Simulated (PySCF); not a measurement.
Compound: terephthalaldehyde, C₈H₆O₂.
Atom-mapped SMILES: `[O:1]=[CH:2][c:3]1[cH:4][cH:5][c:6]([CH:7]=[O:8])[cH:9][cH:10]1` (hydrogens: H11 on C2; H12 on C4; H13 on C5; H14 on C7; H15 on C9; H16 on C10)

All values: CAM-B3LYP/def2-SVPD (PySCF, non-relativistic), on one gas-phase PBE0-D3(BJ)/def2-SVP geometry that isn't relaxed in the solvent. The solvent is an IEF-PCM continuum (Bondi radii, 1.10 Å for H, scaled by 1.2), and excitations are vertical TDDFT with non-equilibrium linear response and a frozen core. Specific hydrogen bonds and non-electrostatic terms are outside this model.

Gas-phase singlets (H = HOMO, L = LUMO):

| state | E (eV) | λ (nm) | f | leading configuration |
| --- | --- | --- | --- | --- |
| S1 | 3.703 | 335 | 0.000 | H-1→L 76% |
| S2 | 3.755 | 330 | 0.000 | H-2→L 73% |
| S3 | 4.623 | 268 | 0.035 | H-3→L 56% |
| S4 | 4.966 | 250 | 0.432 | H→L 64% |
| S5 | 6.527 | 190 | 0.291 | H→L+1 75% |

Task: Give the list for dichloromethane (ε = 8.93), n² = 2.03.

Result: 
```csv
state,E (eV),λ (nm),f,leading configuration,change by rank (eV)
S1,3.816,325,0.000,H-2→L 76%,+0.113
S2,3.858,321,0.000,H-3→L 75%,+0.103
S3,4.496,276,0.053,H→L 58%,-0.127
S4,4.814,258,0.579,H-1→L 58%,-0.152
S5,6.388,194,0.000,H-4→L 94%,-0.139
```

Task: How does the list change in acetone (ε = 20.49)?

Result: 
| state | E (eV) | λ (nm) | f | leading configuration | change by rank (eV) |
| --- | --- | --- | --- | --- | --- |
| S1 | 3.830 | 324 | 0.000 | H-2→L 76% | +0.127 |
| S2 | 3.871 | 320 | 0.000 | H-3→L 75% | +0.116 |
| S3 | 4.490 | 276 | 0.051 | H→L 62% | -0.133 |
| S4 | 4.823 | 257 | 0.566 | H-1→L 62% | -0.143 |
| S5 | 6.371 | 195 | 0.000 | H-4→L 94% | -0.156 |

Task: How do the frontier levels move from gas to acetone?

Result: 
```
orbital  gas (eV)  solvent (eV)  change (eV)                   Löwdin shares, gas               Löwdin shares, solvent
 LUMO+2      0.33          0.49        +0.16   C7 20 %, C2 20 %, O1 15 %, O8 15 %   C7 21 %, C2 21 %, O1 15 %, O8 15 %
 LUMO+1     -0.03          0.33        +0.36  C5 20 %, C10 20 %, C4 16 %, C9 16 %  C5 20 %, C10 20 %, C4 16 %, C9 16 %
   LUMO     -1.86         -1.67        +0.19   C6 12 %, C3 12 %, O8 12 %, O1 12 %   C7 12 %, C2 12 %, C6 12 %, C3 12 %
   HOMO     -9.33         -9.09        +0.24   C9 17 %, C4 17 %, C6 17 %, C3 17 %   C9 23 %, C4 23 %, C6 12 %, C3 12 %
 HOMO-1     -9.44         -9.19        +0.25     O1 32 %, O8 31 %, C2 8 %, C7 8 %  C5 20 %, C10 20 %, C6 16 %, C3 16 %
 HOMO-2     -9.51         -9.39        +0.12     O8 30 %, O1 29 %, C7 8 %, C2 8 %     O1 31 %, O8 30 %, C2 8 %, C7 8 %
 HOMO-3     -9.51         -9.44        +0.07  C10 23 %, C5 23 %, C9 11 %, C4 11 %     O8 29 %, O1 28 %, C7 9 %, C2 9 %
```

The HOMO–LUMO gap goes from 7.48 to 7.42 eV. Rows go by rank; for HOMO-3, HOMO-2, HOMO-1, HOMO and LUMO the atom shares or the degeneracy differ between the runs, so the row needn't follow one orbital. Shares within a degenerate set are those of one arbitrary member.

The values belong to the conformer `[O:1]=[CH:2][c:3]1[cH:4][cH:5][c:6]([CH:7]=[O:8])[cH:9][cH:10]1`: O1–C2–C3–C4 0°, C5–C6–C7–O8 180°.
